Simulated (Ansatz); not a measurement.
`[OH][Zr]([F])([F])[SeH]` at its PBE0-D4/def2-TZVP geometry, where that method's forces vanish. Charge 0, multiplicity 1. Zr takes the def2 core potential.

```xyz
7

O     0.7632    1.6857   -0.1457
Zr   -0.1168    0.0906    0.3639
F     0.6874   -0.7086    1.8888
F    -1.9457    0.3928    0.7823
Se    0.0859   -1.4836   -1.6826
H     1.1773    2.5341   -0.2810
H    -0.6512   -2.5110   -0.9256
```

(1) What forces (eV/Å) does PBE-D4/def2-TZVPP give on these atoms in the Gaussian-basis code of Ansatz? (Best estimate.)

Answers

(1) Computed: 
```
O1   0.002 -0.073 -0.081
Zr2 -0.014 -0.139 -0.104
F3   0.160 -0.162  0.300
F4  -0.364  0.056  0.080
Se5  0.145  0.068 -0.280
H6   0.196  0.416 -0.050
H7  -0.125 -0.166  0.136
```
